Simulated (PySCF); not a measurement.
Mg(F)(Et), SMILES C[CH2][Mg][F] (C₂H₅FMg) at its CAM-B3LYP/def2-SVP optimised geometry (Å):

```
9

Mg     1.0566     0.3884     0.0000
F      2.8153     0.3884     0.0000
C     -1.0273     0.3936    -0.0082
C     -1.7147    -0.3789     1.1249
H     -1.3608     0.0001    -0.9848
H     -1.3604     1.4467     0.0018
H     -1.4500     0.0165     2.1191
H     -1.4414    -1.4467     1.1273
H     -2.8153    -0.3370     1.0534
```

Calculation: CAM-B3LYP/def2-TZVP in PySCF. Cells within 0.4 Å of a nucleus heavier than hydrogen are left out (blank, or x).

Map of the log10 of the electron density (e/bohr³), floored at −4 on the plane z = 0.0 Å:

```
|0000000000000000000000000000000|
|0000000000000000000000000000000|
|0000000000000000000000000000000|
|0000000000000000000000000000000|
|0000000000000000000000000000000|
|0000000000000000000000000000000|
|0000000001111110000000000000000|
|0000000012333221111000000000000|
|0000000133444432222111221100000|
|0000001235666544333233333321000|
|0000001346787655443344454432100|
|0000012356898765555555666643200|
|0000012356788876678766788764310|
|000012345678x87779xx779xx865310|
|00012334568xxx877xxx879xx975310|
|000123455678x87768x977899865310|
|0001234556777766667656787754210|
|0001234455666655544445566543100|
|0001233445555544433334444332000|
|0000123344444433332222232210000|
|0000012233443322221111111100000|
|0000001123333211100000000000000|
|0000000112222110000000000000000|
|0000000001111000000000000000000|
|0000000000000000000000000000000|
|0000000000000000000000000000000|
|0000000000000000000000000000000|
|0000000000000000000000000000000|
|0000000000000000000000000000000|
|0000000000000000000000000000000|
|0000000000000000000000000000000|
```
Scale: ten equal steps from -4.00 (start of '0') to -0.088 (end of '9'), in the order '0123456789'; x runs from -5.00 to 5.00, y from -5.00 (bottom) to 5.00 (top).
